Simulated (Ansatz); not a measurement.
Consider the formal exchange of groups at the Al–F bond: `[F][Al]([Br])[Br]` + `CCSCN` → `[CH3][Al]([Br])[Br]` + `NCSCF`.

Computed with Ansatz on PBE0-D4/def2-TZVP structures; ΔE is electronic, products minus reactants. CCSD(T)/CBS is the MP2 limit (def2-TZVPP, def2-QZVPP) plus CCSD(T) − MP2 in def2-TZVPP, frozen cores. Functionals use def2-TZVPP. B3LYP here is the variant with VWN-RPA as its local correlation; programs differ in this. For Br outer-core shells are correlated without core-valence functions, which leaves a few kJ/mol of doubt a bond. Scalar relativity is left out up to krypton. One conformer a species, not always the lowest.

| level | ΔE (eV) | difference from CCSD(T)/CBS |
| --- | --- | --- |
| r2SCAN-D4 | 2.15 | -0.13 |
| PBE0-D4 | 2.11 | -0.17 |
| B3LYP-D4 | 2.15 | -0.13 |
| ωB97X-V | 2.15 | -0.13 |
| ωB97M-V | 2.15 | -0.13 |
| B2PLYP | 2.21 | -0.07 |
| PBE | 2.01 | -0.27 |
| PBE0 | 2.09 | -0.19 |
| B3LYP | 2.10 | -0.18 |
| MP2/def2-TZVPP | 2.36 | 0.08 |
| CCSD/def2-TZVPP | 2.26 | -0.02 |
| CCSD(T)/def2-TZVPP | 2.25 | -0.03 |
| HF/def2-QZVPP | 2.25 | -0.03 |
| MP2/def2-QZVPP | 2.39 | 0.11 |
| SCS-MP2/def2-QZVPP | 2.35 | 0.07 |
| MP2/CBS(def2) | 2.39 | 0.11 |
| CCSD(T)/CBS | 2.28 | 0 |

Largest T1 diagnostic among the species: 0.011.

From PBE to PBE0 (25 % exact exchange), in def2-TZVPP and without D4, ΔE moves by +0.08 eV. The D4 term adds +0.05 eV with B3LYP and +0.03 eV with PBE0; it sums over pairs of atoms, weighted by their polarisabilities, and B3LYP, whose exchange is more repulsive, gets the larger term.
